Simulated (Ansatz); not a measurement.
The same path of CH₅ClSi₂ (9 atoms, charge 0, multiplicity 1) was run twice with different band settings. The coordinate that changes most is the dihedral H6–Si1–C2–Si3.

Theory: RKS CAM-B3LYP-D4/def2-SVP in Ansatz.

Relaxed end points:

```xyz
9
Properties=species:S:1:pos:R:3
Si -0.538 1.035 -0.871
C -0.536 -0.285 0.422
Si 0.772 -1.204 0.977
Cl 2.683 -1.014 0.278
H -1.448 0.688 -2.002
H -1.006 2.339 -0.316
H 0.837 1.219 -1.412
H -1.488 -0.526 0.911
H 0.724 -2.251 2.013
```

```xyz
9
Properties=species:S:1:pos:R:3
Si -0.527 0.985 -0.933
C -0.485 -0.552 0.094
Si 0.746 -1.089 1.121
Cl 2.500 -0.082 1.424
H -1.681 1.856 -0.560
H 0.730 1.759 -0.742
H -0.670 0.665 -2.384
H -1.355 -1.220 0.053
H 0.741 -2.323 1.926
```

Common settings: movable images 9; climbing image yes; spring 5.0 eV/Å²; optimiser quadratic models (default); start path through a guess of the saddle point; iteration limit 60; end points relaxed.

| run | force threshold |
| --- | --- |
| 1 | 0.05 eV/Å |
| 2 | 0.5 eV/Å |

Problem. What does each run give, and how far can it be trusted?

Solution. Run 1: converged after 5 iterations, highest image 0.048 eV above the first end. A vibrational analysis at the climbing image gives one clearly imaginary mode, 101i cm⁻¹: a first-order saddle point.
Run 2: converged after 3 iterations, highest image 0.048 eV above the first end. The threshold of 0.5 eV/Å is loose, so the images may lie well off the minimum-energy path. Another band between the same ends (9 images) ends at a top of the same energy, where a vibrational analysis finds 1 clearly imaginary mode.
